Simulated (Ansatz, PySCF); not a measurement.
Here is a job for PySCF.
```python
from pyscf import gto, scf, mp

mol = gto.M(
    atom='''
C     0.00000000    0.00000000    0.00000000
''',
    basis='cc-pvtz',
    charge=-1,
    spin=3,
    verbose=4,
)

mf = scf.UHF(mol)
mf.kernel()

pt = mp.MP2(mf, frozen=1)
pt.kernel()
print('E(MP2) = %.10f' % pt.e_tot)
```

Task: Convert this to an input for Ansatz (an electronic-structure program).

Result: Several could match; the one computed here: 
Ansatz 0.2 input:
```yaml
crystal:
  periodic: [false, false, false]
  atoms:
    - {symbol: C, position_ang: [0.00000000, 0.00000000, 0.00000000]}
basis:
  gaussian:
    orbitals: cc-pVTZ
total_charge: -1
magnetization: {spin_polarized: true, initial_magnetization: 3}
correlation: {method: mp2, electrons: outside_noble_gas}
accuracy: high
```

Both were run: PySCF gave -37.786998 Eh and Ansatz -37.786998 Eh, 0.000 mEh apart.
